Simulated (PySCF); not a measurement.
## PBE beside CCSD(T) along the second period: bonds to Te

PBE and CCSD(T) in PySCF with def2-TZVPP on every atom (core potentials on Te), for the lowest determinant that a PBE0 search found; no spin–orbit coupling.

```tsv
molecule	state (unpaired electrons)	PBE Re (Å)	PBE ωe (cm⁻¹)	PBE De (eV)	CCSD(T) Re (Å)	CCSD(T) ωe (cm⁻¹)	CCSD(T) De (eV)
BTe	doublet (σ ↑)	1.965	795	4.37	1.959	816	3.82
TeC	singlet (closed shell)	1.907	850	5.37	1.903	855	4.80
TeO	triplet (π ↑↑)	1.844	783	4.80	1.826	814	3.84
TeF	doublet (π ↑)	1.935	593	3.96	?	?	?
```

**Question.** Estimate the CCSD(T) values of TeF by adding the mean shift from PBE to CCSD(T) of the other rows, and compare with the calculation.

**Answer.** The mean shifts are -0.9 pm, +19 cm⁻¹ and -0.69 eV, which give 1.926 Å, 612 cm⁻¹ and 3.27 eV. CCSD(T)/def2-TZVPP gives Re = 1.906 Å, ωe = 629 cm⁻¹, De = 3.29 eV.

**Question.** What are the mean differences of PBE from CCSD(T) over the whole series?

**Answer.** Re +1.4 pm, ωe -23 cm⁻¹, De +0.69 eV.

In a basis of this size CCSD(T) is itself not converged; it tends to give bonds that are too long and too weak.

Correlated steps freeze 5 core orbitals. UHF and ROHF references stand side by side, which adds small steps between rows. These are scalar-relativistic numbers at best; spin–orbit coupling would shift them, the dissociation energy most. Where the molecule has an RHF reference, its open-shell atoms are computed with UHF. The CCSD T1 diagnostic is raised in TeC, a sign that a single reference may not be enough there. States were picked by a PBE0 search and need not be the measured ground states.
